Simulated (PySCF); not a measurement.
Species: C5H10BN.
Structure used (PBE0-D3(BJ)/def2-SVP), in Å, numbered top down from 1:
```xyz
17
C5H10BN angstrom
C      3.8970    0.5067   -0.5703
C      2.5331    0.0278   -0.4371
C      1.3867   -0.3765   -0.3281
B     -0.0370   -0.9206   -0.1997
N     -1.1315   -0.0794    0.0278
C     -1.0302    1.3544    0.1583
C     -2.4784   -0.5810    0.1455
H      4.3038    0.8125    0.4069
H      3.9490    1.3799   -1.2401
H      4.5591   -0.2723   -0.9795
H     -0.2455   -2.1097   -0.2953
H     -1.6168    1.8664   -0.6256
H     -1.4201    1.6918    1.1353
H      0.0182    1.6653    0.0711
H     -3.1346   -0.1493   -0.6319
H     -2.4839   -1.6727    0.0391
H     -2.9166   -0.3214    1.1262
```

Linear response at wB97X-D/def2-SVPD (PySCF, frozen core in the response, non-relativistic).

Static isotropic polarisability: 87.99 au (13.04 Å³), principal values 61.7, 76.9, 125.3 au.

Task: What is the polarisability at 1064 nm and at the sodium D line?

Result: 88.98 au at 1064 nm (+1.1 %), 91.37 au at 589.3 nm (+3.8 %). The rise at 589.3 nm is 3.43 times that at 1064 nm; a pure ω² law gives 3.26. The lowest singlet lies at 241 nm, shorter than both wavelengths.

Task: What is the isotropic C6 coefficient between two such molecules, C6 = (3/π)∫α(iω)² dω?

Result: 2911 au (Eh·bohr⁶) by a ten-point quadrature over imaginary frequencies, which is 1740 eV·Å⁶ or 168 J·nm⁶/mol.

Task: Which effective excitation energy ω̄ makes London's formula C6 = (3/4)α²ω̄ exact here?

Result: ω̄ = 4·C6/(3α²) = 0.501 Eh = 13.6 eV. A one-pole form α(ω) = α/(1 − ω²/ω̄²) fitted to the 1064 nm value gives 11.1 eV. London's choice of the ionisation energy (8.77 eV, ΔSCF at the same level) gives C6 = 1870 au, 36 % too low.

Task: What molar refraction at the D line follows from R = (4π/3)·N_A·α′, with α′ the polarisability volume?

Result: α′ = 13.54 Å³ gives R = 34.16 cm³/mol, for isolated, non-vibrating species.

Task: How many electrons N does the Slater–Kirkwood formula C6 = (3/4)·√N·α^(3/2) need to give this C6?

Result: N = (4·C6/3)²/α³ = 22.1; the species has 52 electrons in all.

Task: What three-body coefficient follows from the one-pole estimate C9 = (3/4)·α·C6?

Result: 192000 au. This is an estimate from the two numbers above, not a computed integral.

Task: What n − 1 at the D line would an ideal gas of it have at 273.15 K and 1 atm (2.6868 × 10¹⁹ cm⁻³), by n − 1 = 2π·N·α′?

Result: 22.86 × 10⁻⁴, a formal value whether or not that pressure can be reached.

wB97X-D is run here without its empirical dispersion term; that term would change no orbital, density or response property at a fixed geometry.
